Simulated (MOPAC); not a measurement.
MOPAC input (PM7):

```
PM7 1SCF UHF MS=0.5 GEO-OK AUX(PRECISION=9) THREADS=1
CH6NSi

C    -1.41395000 1    0.97553300 1   -0.28092400 1
N    -0.52545300 1   -0.05419300 1   -0.54695600 1
Si    0.89866600 1   -0.41925700 1    0.37393600 1
H    -2.30201400 1    1.06989600 1   -0.88504700 1
H    -1.35724300 1    1.46243500 1    0.68047800 1
H    -0.67004100 1   -0.53017700 1   -1.42313100 1
H     1.89284500 1    0.68270000 1    0.34292200 1
H     0.53540600 1   -0.65115300 1    1.79215000 1
H     1.48159700 1   -1.63794800 1   -0.22824700 1
```

Output:

```
 *******************************************************************************
 **                                                                           **
 **                              MOPAC v23.2.5                                **
 **                                                                           **
 *******************************************************************************
 ** MOPAC's Digital Object Identifier: https://doi.org/10.5281/zenodo.6511958 **
 **                                                                           **
 ** Please cite the open-source release paper for use of this MOPAC version:  **
 ** J. E. Moussa and J. J. P. Stewart (2026)                                  **
 ** MOPAC: An open-source semiempirical molecular orbital program             **
 ** J. Open Source Softw., 11(119), 8025, https://doi.org/10.21105/joss.08025 **
 *******************************************************************************

                              PM7 CALCULATION RESULTS

 *******************************************************************************
 *  PM7        - The PM7 Hamiltonian to be used
 *  GEO-OK     - OVERRIDE INTERATOMIC DISTANCE AND OTHER SAFETY CHECKS
 *  UHF        - UNRESTRICTED HARTREE-FOCK CALCULATION
 *  MS=        - IN MECI, MAGNETIC COMPONENT OF SPIN =  0.5
 *  1SCF       - DO 1 SCF AND THEN STOP
 *  AUX        - OUTPUT AUXILIARY INFORMATION
 *******************************************************************************
PM7 1SCF UHF MS=0.5 GEO-OK AUX(PRECISION=9) THREADS=1
 CH6NSi

   ATOM   CHEMICAL          X               Y               Z
  NUMBER   SYMBOL      (ANGSTROMS)     (ANGSTROMS)     (ANGSTROMS)

     1       C         -1.41395000  *   0.97553300  *  -0.28092400  *
     2       N         -0.52545300  *  -0.05419300  *  -0.54695600  *
     3      Si          0.89866600  *  -0.41925700  *   0.37393600  *
     4       H         -2.30201400  *   1.06989600  *  -0.88504700  *
     5       H         -1.35724300  *   1.46243500  *   0.68047800  *
     6       H         -0.67004100  *  -0.53017700  *  -1.42313100  *
     7       H          1.89284500  *   0.68270000  *   0.34292200  *
     8       H          0.53540600  *  -0.65115300  *   1.79215000  *
     9       H          1.48159700  *  -1.63794800  *  -0.22824700  *

          CARTESIAN COORDINATES

    NO.       ATOM           X           Y           Z

     1         C         -1.4140      0.9755     -0.2809
     2         N         -0.5255     -0.0542     -0.5470
     3        Si          0.8987     -0.4193      0.3739
     4         H         -2.3020      1.0699     -0.8850
     5         H         -1.3572      1.4624      0.6805
     6         H         -0.6700     -0.5302     -1.4231
     7         H          1.8928      0.6827      0.3429
     8         H          0.5354     -0.6512      1.7921
     9         H          1.4816     -1.6379     -0.2282

 General Reference for PM7:
 "Optimization of Parameters for Semiempirical Methods VI: More Modifications to the
 NDDO Approximations and Re-optimization of Parameters", J. J. P. Stewart, J. Mol. Mod., 1:32, 19 (2013)
 https://link.springer.com/article/10.1007/s00894-012-1667-x

           Empirical Formula: C H6 N Si  =     9 atoms

      MOLECULAR POINT GROUP   :   C1

          UHF CALCULATION, NO. OF ALPHA ELECTRONS =   10
                           NO. OF BETA  ELECTRONS =    9

 -------------------------------------------------------------------------------
 PM7 1SCF UHF MS=0.5 GEO-OK AUX(PRECISION=9) THREADS=1
 CH6NSi

     1SCF WAS SPECIFIED, SO BFGS WAS NOT USED
     SCF FIELD WAS ACHIEVED

                              PM7 CALCULATION
                                                       MOPAC v23.2.5 Linux

          FINAL HEAT OF FORMATION =         12.70177 KCAL/MOL =      53.14420 KJ/MOL

          COSMO AREA              =        109.16 SQUARE ANGSTROMS
          COSMO VOLUME            =         96.50 CUBIC ANGSTROMS

          IONIZATION POTENTIAL    =          7.656005 EV
          ALPHA SOMO LUMO (EV)    =         -7.656  1.038
          BETA  SOMO LUMO (EV)    =        -10.517  1.139
          NO. OF ALPHA ELECTRONS  =         10
          NO. OF BETA  ELECTRONS  =          9
          MOLECULAR WEIGHT        =         60.1506         POINT GROUP:  C1

          MOLECULAR DIMENSIONS (Angstroms)

            Atom       Atom       Distance
            H     9    H     4     4.69888
            H     6    H     8     3.09618
            H     6    H     7     2.12726

          SCF CALCULATIONS        =          1

   ATOM   CHEMICAL          X               Y               Z
  NUMBER   SYMBOL      (ANGSTROMS)     (ANGSTROMS)     (ANGSTROMS)

     1       C         -1.41395000  *   0.97553300  *  -0.28092400  *
     2       N         -0.52545300  *  -0.05419300  *  -0.54695600  *
     3      Si          0.89866600  *  -0.41925700  *   0.37393600  *
     4       H         -2.30201400  *   1.06989600  *  -0.88504700  *
     5       H         -1.35724300  *   1.46243500  *   0.68047800  *
     6       H         -0.67004100  *  -0.53017700  *  -1.42313100  *
     7       H          1.89284500  *   0.68270000  *   0.34292200  *
     8       H          0.53540600  *  -0.65115300  *   1.79215000  *
     9       H          1.48159700  *  -1.63794800  *  -0.22824700  *

                             CARTESIAN COORDINATES

   1    C       -1.413950000     0.975533000    -0.280924000
   2    N       -0.525453000    -0.054193000    -0.546956000
   3   Si        0.898666000    -0.419257000     0.373936000
   4    H       -2.302014000     1.069896000    -0.885047000
   5    H       -1.357243000     1.462435000     0.680478000
   6    H       -0.670041000    -0.530177000    -1.423131000
   7    H        1.892845000     0.682700000     0.342922000
   8    H        0.535406000    -0.651153000     1.792150000
   9    H        1.481597000    -1.637948000    -0.228247000

           Empirical Formula: C H6 N Si  =     9 atoms

      MOLECULAR POINT GROUP   :   C1

          ALPHA EIGENVALUES
 -36.41011 -22.13439 -18.48551 -16.83423 -14.85834 -13.49114 -12.67175 -12.41171
 -11.69886  -7.65601   1.03771   2.31770   2.39499   4.69706   6.12139   6.47304
   6.83903   7.97356  21.36406  21.46845  22.19417  22.30348  23.02017

           BETA EIGENVALUES
 -35.94541 -21.78050 -18.37894 -16.67938 -14.68289 -13.09468 -12.64408 -12.23836
 -10.51699   1.13907   1.43370   2.33613   2.69723   5.04263   6.29682   6.66080
   7.06254   8.02284  21.36305  21.46744  22.22386  22.32400  23.03241

              NET ATOMIC CHARGES AND DIPOLE CONTRIBUTIONS

  ATOM NO.   TYPE          CHARGE      No. of ELECS.   s-Pop       p-Pop       d-Pop
    1          C          -0.288069        4.2881     1.09352     3.19455
    2          N          -0.567324        5.5673     1.52373     4.04359
    3         Si           0.154135        3.8459     0.90116     2.77186     0.17284
    4          H           0.141120        0.8589     0.85888
    5          H           0.144692        0.8553     0.85531
    6          H           0.284552        0.7154     0.71545
    7          H           0.041034        0.9590     0.95897
    8          H           0.045210        0.9548     0.95479
    9          H           0.044650        0.9554     0.95535
 DIPOLE           X         Y         Z       TOTAL
 POINT-CHG.     1.441    -0.854     0.492     1.746
 HYBRID        -0.815    -0.077    -0.759     1.116
 SUM            0.626    -0.930    -0.267     1.153

          ATOMIC ORBITAL ELECTRON POPULATIONS

     Atom    s        px        py        pz      x^2-y^2     xz        z^2       yz        xy
    1  C   1.09352   1.03054   1.02449   1.13952
    2  N   1.52373   1.34436   1.37087   1.32836
    3 Si   0.90116   0.77934   1.03099   0.96153   0.02684   0.03176   0.04706   0.01795   0.04924
    4  H   0.85888
    5  H   0.85531
    6  H   0.71545
    7  H   0.95897
    8  H   0.95479
    9  H   0.95535

                    (SZ)    =    0.500000
                    (S**2)  =    0.751830

          ATOMIC ORBITAL SPIN POPULATIONS

    Atom   Total    s     px     py     pz   x^2-y^2  xz     z^2    yz     xy
         Atomic
    1  C  0.8104  0.026  0.220  0.365  0.199
    2  N  0.2409  0.009  0.067  0.102  0.062
    3 Si -0.0193 -0.003 -0.011 -0.004 -0.006  0.000 -0.000  0.003  0.001  0.001
    4  H -0.0214 -0.021
    5  H -0.0217 -0.022
    6  H -0.0100 -0.010
    7  H  0.0112  0.011
    8  H  0.0095  0.010
    9  H  0.0003  0.000

 **********************
 *                    *
 * JOB ENDED NORMALLY *
 *                    *
 **********************

 == MOPAC DONE ==
```

The geometry given is a B3LYP-D3(BJ)/def2-TZVP minimum.
